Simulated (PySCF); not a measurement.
Br$_{4}$Hf, triplet, geometry from GFN2-xTB (such geometries of metal compounds can be far from the true shape) (the multiplicity is a formal guess) (core potentials on Hf); DF-HF/def2-SVP run with PySCF.

PySCF was given this input:
```python
from pyscf import gto, scf

mol = gto.M(
    atom='''
Hf    0.00000000   -0.00000000   -0.00000000
Br    1.98543382   -0.57606287   -1.45676484
Br    0.76865875    0.30690206    2.38975617
Br   -1.05873074    2.14277427   -0.82678131
Br   -1.69536183   -1.87361346   -0.10621001
''',
    basis='def2-svp',
    ecp={'Hf': 'def2-svp'},
    spin=2,
    verbose=4,
)

mf = scf.UHF(mol)
mf.level_shift = 0.5
mf.max_cycle = 100
mf = mf.density_fit(auxbasis='def2-universal-jkfit')
mf.kernel()
```

It wrote (shortened):

```
PySCF version 2.14.0

[INPUT] verbose = 4
[INPUT] num. atoms = 5
[INPUT] num. electrons = 152
[INPUT] charge = 0
[INPUT] spin (= nelec alpha-beta = 2S) = 2
[INPUT] symmetry False subgroup None
[INPUT] Mole.unit = angstrom
[INPUT] Symbol           X                Y                Z      unit          X                Y                Z       unit  Magmom
[...]
nuclear repulsion = 1293.30995117559
number of shells = 60
number of NR pGTOs = 353
number of NR cGTOs = 160
basis = def2-svp
ecp = {'Hf': 'def2-svp'}

******** <class 'pyscf.df.df_jk.DFUHF'> ********
method = DFUHF
initial guess = minao
damping factor = 0
level_shift factor = 0.5
DIIS = <class 'pyscf.scf.diis.CDIIS'>
diis_start_cycle = 1
diis_space = 8
diis_damp = 0
SCF conv_tol = 1e-09
SCF conv_tol_grad = None
SCF max_cycles = 100
direct_scf = False
number electrons alpha = 77  beta = 75
Set gradient conv threshold to 3.16228e-05
******** <class 'pyscf.df.df.DF'> ********
auxbasis = def2-universal-jkfit
init E= -10319.1121634167

cycle= 1 E= -10335.923792218  delta_E= -16.8  |g|= 0.549  |ddm|= 5.41
cycle= 2 E= -10335.9880525349  delta_E= -0.0643  |g|= 0.115  |ddm|= 0.436
cycle= 3 E= -10336.0016352273  delta_E= -0.0136  |g|= 0.0603  |ddm|= 0.18
cycle= 4 E= -10336.0067796423  delta_E= -0.00514  |g|= 0.0351  |ddm|= 0.115
cycle= 5 E= -10336.0089344924  delta_E= -0.00215  |g|= 0.0205  |ddm|= 0.0756
cycle= 6 E= -10336.0100328079  delta_E= -0.0011  |g|= 0.0143  |ddm|= 0.0531
cycle= 7 E= -10336.0106705053  delta_E= -0.000638  |g|= 0.012  |ddm|= 0.0342
cycle= 8 E= -10336.0112456124  delta_E= -0.000575  |g|= 0.0112  |ddm|= 0.0317
cycle= 9 E= -10336.0116946883  delta_E= -0.000449  |g|= 0.011  |ddm|= 0.0239
cycle= 10 E= -10336.0120703921  delta_E= -0.000376  |g|= 0.0111  |ddm|= 0.0197
cycle= 11 E= -10336.0123151273  delta_E= -0.000245  |g|= 0.0116  |ddm|= 0.0129
cycle= 12 E= -10336.0124981666  delta_E= -0.000183  |g|= 0.0123  |ddm|= 0.00983
cycle= 13 E= -10336.0125945995  delta_E= -9.64e-05  |g|= 0.0132  |ddm|= 0.00608
cycle= 14 E= -10336.0126586629  delta_E= -6.41e-05  |g|= 0.0139  |ddm|= 0.00418
cycle= 15 E= -10336.0127087992  delta_E= -5.01e-05  |g|= 0.0143  |ddm|= 0.0034
cycle= 16 E= -10336.0127151747  delta_E= -6.38e-06  |g|= 0.0148  |ddm|= 0.00413
cycle= 17 E= -10336.0127893903  delta_E= -7.42e-05  |g|= 0.0145  |ddm|= 0.00559
cycle= 18 E= -10336.0128862261  delta_E= -9.68e-05  |g|= 0.0142  |ddm|= 0.00931
cycle= 19 E= -10336.0130233993  delta_E= -0.000137  |g|= 0.0137  |ddm|= 0.00972
cycle= 20 E= -10336.0132745272  delta_E= -0.000251  |g|= 0.0127  |ddm|= 0.0142
cycle= 21 E= -10336.0134518513  delta_E= -0.000177  |g|= 0.0128  |ddm|= 0.00989
cycle= 22 E= -10336.0135678002  delta_E= -0.000116  |g|= 0.0132  |ddm|= 0.00648
cycle= 23 E= -10336.013789527  delta_E= -0.000222  |g|= 0.0126  |ddm|= 0.0124
cycle= 24 E= -10336.0139109887  delta_E= -0.000121  |g|= 0.0131  |ddm|= 0.00777
cycle= 25 E= -10336.0140028123  delta_E= -9.18e-05  |g|= 0.0134  |ddm|= 0.00591
cycle= 26 E= -10336.0140884615  delta_E= -8.56e-05  |g|= 0.0136  |ddm|= 0.00474
cycle= 27 E= -10336.0140578924  delta_E= 3.06e-05  |g|= 0.0146  |ddm|= 0.00708
cycle= 28 E= -10336.0140579826  delta_E= -9.02e-08  |g|= 0.0149  |ddm|= 0.00259
cycle= 29 E= -10336.0140684553  delta_E= -1.05e-05  |g|= 0.0151  |ddm|= 0.00728
cycle= 30 E= -10336.0140872268  delta_E= -1.88e-05  |g|= 0.0151  |ddm|= 0.00424
cycle= 31 E= -10336.0142107671  delta_E= -0.000124  |g|= 0.0143  |ddm|= 0.00983
cycle= 32 E= -10336.0143931287  delta_E= -0.000182  |g|= 0.0135  |ddm|= 0.0116
cycle= 33 E= -10336.0145092401  delta_E= -0.000116  |g|= 0.0135  |ddm|= 0.0102
cycle= 34 E= -10336.0148017102  delta_E= -0.000292  |g|= 0.0124  |ddm|= 0.0216
cycle= 35 E= -10336.0151653293  delta_E= -0.000364  |g|= 0.0118  |ddm|= 0.0227
cycle= 36 E= -10336.0154483093  delta_E= -0.000283  |g|= 0.012  |ddm|= 0.017
cycle= 37 E= -10336.0154964159  delta_E= -4.81e-05  |g|= 0.0133  |ddm|= 0.00931
cycle= 38 E= -10336.0155447671  delta_E= -4.84e-05  |g|= 0.0142  |ddm|= 0.0104
[...]
cycle= 53 E= -10336.0159282698  delta_E= -7.45e-05  |g|= 0.0087  |ddm|= 0.0195
cycle= 54 E= -10336.0159828144  delta_E= -5.45e-05  |g|= 0.00767  |ddm|= 0.0128
cycle= 55 E= -10336.0160609599  delta_E= -7.81e-05  |g|= 0.00675  |ddm|= 0.0141
cycle= 56 E= -10336.0161093482  delta_E= -4.84e-05  |g|= 0.00659  |ddm|= 0.0113
cycle= 57 E= -10336.0161940108  delta_E= -8.47e-05  |g|= 0.00576  |ddm|= 0.0113
cycle= 58 E= -10336.0161561146  delta_E= 3.79e-05  |g|= 0.0065  |ddm|= 0.00727
cycle= 59 E= -10336.0161384619  delta_E= 1.77e-05  |g|= 0.00661  |ddm|= 0.00365
cycle= 60 E= -10336.0161267965  delta_E= 1.17e-05  |g|= 0.00655  |ddm|= 0.00328
cycle= 61 E= -10336.0161889133  delta_E= -6.21e-05  |g|= 0.00592  |ddm|= 0.00968
cycle= 62 E= -10336.0162648591  delta_E= -7.59e-05  |g|= 0.0057  |ddm|= 0.00945
cycle= 63 E= -10336.0163045926  delta_E= -3.97e-05  |g|= 0.006  |ddm|= 0.00516
cycle= 64 E= -10336.0162235871  delta_E= 8.1e-05  |g|= 0.00736  |ddm|= 0.0117
cycle= 65 E= -10336.0161728358  delta_E= 5.08e-05  |g|= 0.00767  |ddm|= 0.00768
cycle= 66 E= -10336.0161283836  delta_E= 4.45e-05  |g|= 0.00763  |ddm|= 0.00811
cycle= 67 E= -10336.0160793254  delta_E= 4.91e-05  |g|= 0.00753  |ddm|= 0.00832
cycle= 68 E= -10336.0160374679  delta_E= 4.19e-05  |g|= 0.00735  |ddm|= 0.00823
cycle= 69 E= -10336.0159961724  delta_E= 4.13e-05  |g|= 0.00719  |ddm|= 0.00891
cycle= 70 E= -10336.0160118713  delta_E= -1.57e-05  |g|= 0.00664  |ddm|= 0.00413
cycle= 71 E= -10336.0159841603  delta_E= 2.77e-05  |g|= 0.0067  |ddm|= 0.0124
cycle= 72 E= -10336.0159084188  delta_E= 7.57e-05  |g|= 0.00729  |ddm|= 0.0132
cycle= 73 E= -10336.015943343  delta_E= -3.49e-05  |g|= 0.00624  |ddm|= 0.00553
cycle= 74 E= -10336.0159634613  delta_E= -2.01e-05  |g|= 0.00608  |ddm|= 0.0033
cycle= 75 E= -10336.0159590016  delta_E= 4.46e-06  |g|= 0.00628  |ddm|= 0.00216
cycle= 76 E= -10336.0159788455  delta_E= -1.98e-05  |g|= 0.00622  |ddm|= 0.00424
cycle= 77 E= -10336.0161039277  delta_E= -0.000125  |g|= 0.00574  |ddm|= 0.0215
cycle= 78 E= -10336.0161777096  delta_E= -7.38e-05  |g|= 0.00586  |ddm|= 0.0116
cycle= 79 E= -10336.0161289202  delta_E= 4.88e-05  |g|= 0.00668  |ddm|= 0.0125
cycle= 80 E= -10336.0160855074  delta_E= 4.34e-05  |g|= 0.0071  |ddm|= 0.0126
cycle= 81 E= -10336.0160461753  delta_E= 3.93e-05  |g|= 0.00764  |ddm|= 0.0113
cycle= 82 E= -10336.0160093767  delta_E= 3.68e-05  |g|= 0.00759  |ddm|= 0.0049
cycle= 83 E= -10336.0159444726  delta_E= 6.49e-05  |g|= 0.00782  |ddm|= 0.0097
cycle= 84 E= -10336.0159145755  delta_E= 2.99e-05  |g|= 0.00726  |ddm|= 0.00592
cycle= 85 E= -10336.0158872994  delta_E= 2.73e-05  |g|= 0.00751  |ddm|= 0.0184
cycle= 86 E= -10336.0158797437  delta_E= 7.56e-06  |g|= 0.00707  |ddm|= 0.0151
cycle= 87 E= -10336.0158979162  delta_E= -1.82e-05  |g|= 0.0062  |ddm|= 0.0134
cycle= 88 E= -10336.0159463876  delta_E= -4.85e-05  |g|= 0.00556  |ddm|= 0.0187
cycle= 89 E= -10336.01598243  delta_E= -3.6e-05  |g|= 0.0049  |ddm|= 0.0123
cycle= 90 E= -10336.0160644658  delta_E= -8.2e-05  |g|= 0.00539  |ddm|= 0.0326
cycle= 91 E= -10336.0161269886  delta_E= -6.25e-05  |g|= 0.00504  |ddm|= 0.0237
cycle= 92 E= -10336.0161902845  delta_E= -6.33e-05  |g|= 0.00469  |ddm|= 0.0238
cycle= 93 E= -10336.0162493296  delta_E= -5.9e-05  |g|= 0.00431  |ddm|= 0.0211
cycle= 94 E= -10336.0163017004  delta_E= -5.24e-05  |g|= 0.00394  |ddm|= 0.0172
cycle= 95 E= -10336.0163487795  delta_E= -4.71e-05  |g|= 0.00368  |ddm|= 0.0136
cycle= 96 E= -10336.016373708  delta_E= -2.49e-05  |g|= 0.00361  |ddm|= 0.00709
cycle= 97 E= -10336.0164249852  delta_E= -5.13e-05  |g|= 0.00369  |ddm|= 0.017
cycle= 98 E= -10336.016417406  delta_E= 7.58e-06  |g|= 0.0038  |ddm|= 0.00459
cycle= 99 E= -10336.0164295451  delta_E= -1.21e-05  |g|= 0.00402  |ddm|= 0.00723
cycle= 100 E= -10336.0164422772  delta_E= -1.27e-05  |g|= 0.00421  |ddm|= 0.00892
SCF not converged.
SCF energy = -10336.0164422772 after 100 cycles  <S^2> = 2.0502832  2S+1 = 3.0333369
```

The run did not converge; its last values are not results.
